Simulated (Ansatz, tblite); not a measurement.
Forces on the cluster Si₉⁺ at its PBE-D4/def2-SVP geometry. The state is a doublet with charge 1.

The xTB rows come from tblite. Another isomer (quartet) lies 1.23 eV lower at PBE0-D4/def2-TZVP; other spin states weren't run for this one.

GFN1-xTB (tblite), largest force 0.89 eV/Å:

```xyz
9
positions Å, forces eV/Å
Si    2.680    0.998    0.454    0.634    0.342    0.383
Si   -1.432   -1.858   -0.022   -0.009   -0.561   -0.243
Si   -0.911   -0.084   -1.497   -0.067   -0.087   -0.693
Si    0.413    1.411    0.314    0.043    0.647    0.351
Si   -1.624    0.290    1.086   -0.466    0.421    0.535
Si    1.380   -0.431   -1.019   -0.426   -0.605   -0.500
Si   -2.476   -1.642    2.067   -0.103   -0.240    0.321
Si    3.627   -0.754   -0.821    0.763   -0.266   -0.067
Si   -1.658    2.071   -0.560   -0.368    0.350   -0.087
```

GFN2-xTB (tblite), largest force 2.03 eV/Å:

```
Si -0.046 0.446 0.386
Si -0.259 -0.497 -0.284
Si 0.266 -1.473 -1.139
Si 0.894 1.431 1.121
Si -0.915 0.282 1.490
Si 0.152 -1.151 -1.324
Si 0.471 0.312 -0.498
Si -0.433 0.129 0.114
Si -0.132 0.520 0.132
```

PBE-D4/def2-TZVP (Ansatz), largest force 0.22 eV/Å:

```
Si -0.034 -0.113 -0.095
Si 0.035 0.143 0.078
Si 0.016 0.043 0.177
Si -0.103 -0.114 -0.155
Si 0.008 -0.054 -0.124
Si 0.005 0.081 0.107
Si 0.078 0.059 -0.137
Si -0.117 0.078 0.052
Si 0.113 -0.123 0.097
```
